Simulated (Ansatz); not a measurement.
`C#C[CH](F)[SnH3]` at its PBE0-D4/def2-TZVP geometry, where that method's forces vanish. The species carries charge 0 and has multiplicity 1. Sn: def2 effective core potential.

| atom | x (Å) | y (Å) | z (Å) |
| --- | --- | --- | --- |
| C1 | 1.031 | 1.118 | 1.911 |
| C2 | 0.924 | 0.713 | 0.784 |
| C3 | 0.735 | 0.191 | -0.543 |
| F4 | 0.741 | 1.207 | -1.495 |
| Sn5 | -1.185 | -0.860 | -0.668 |
| H6 | 1.140 | 1.481 | 2.906 |
| H7 | 1.538 | -0.505 | -0.800 |
| H8 | -1.387 | -1.398 | -2.274 |
| H9 | -2.406 | 0.238 | -0.226 |
| H10 | -1.130 | -2.185 | 0.404 |

Q: For each bond, give half the difference of the two atoms' forces along it (eV/Å; positive pushes the atoms apart) under PBE-D4, r2SCAN-D4, B3LYP-D4, ωB97M-V in def2-TZVPP. (An estimate is asked.)

A: Computed: 
```json
{"bond": "C1–C2", "length (Å)": "1.202", "PBE-D4": "1.03", "r2SCAN-D4": "0.42", "B3LYP-D4": "-0.03", "ωB97M-V": "-0.41"}
{"bond": "C1–H6", "length (Å)": "1.064", "PBE-D4": "-0.40", "r2SCAN-D4": "-0.25", "B3LYP-D4": "-0.09", "ωB97M-V": "0.06"}
{"bond": "C2–C3", "length (Å)": "1.439", "PBE-D4": "-0.70", "r2SCAN-D4": "-0.33", "B3LYP-D4": "-0.01", "ωB97M-V": "0.50"}
{"bond": "C3–F4", "length (Å)": "1.392", "PBE-D4": "0.56", "r2SCAN-D4": "0.39", "B3LYP-D4": "0.41", "ωB97M-V": "0.25"}
{"bond": "C3–Sn5", "length (Å)": "2.193", "PBE-D4": "0.08", "r2SCAN-D4": "0.05", "B3LYP-D4": "0.12", "ωB97M-V": "-0.19"}
{"bond": "C3–H7", "length (Å)": "1.094", "PBE-D4": "0.10", "r2SCAN-D4": "-0.05", "B3LYP-D4": "-0.18", "ωB97M-V": "-0.20"}
{"bond": "Sn5–H8", "length (Å)": "1.705", "PBE-D4": "0.07", "r2SCAN-D4": "-0.02", "B3LYP-D4": "-0.01", "ωB97M-V": "-0.07"}
{"bond": "Sn5–H9", "length (Å)": "1.701", "PBE-D4": "0.08", "r2SCAN-D4": "-0.02", "B3LYP-D4": "0.01", "ωB97M-V": "-0.06"}
{"bond": "Sn5–H10", "length (Å)": "1.705", "PBE-D4": "0.06", "r2SCAN-D4": "-0.02", "B3LYP-D4": "0.01", "ωB97M-V": "-0.05"}
```

B3LYP here is the variant with VWN-RPA as its local correlation; programs differ in this.
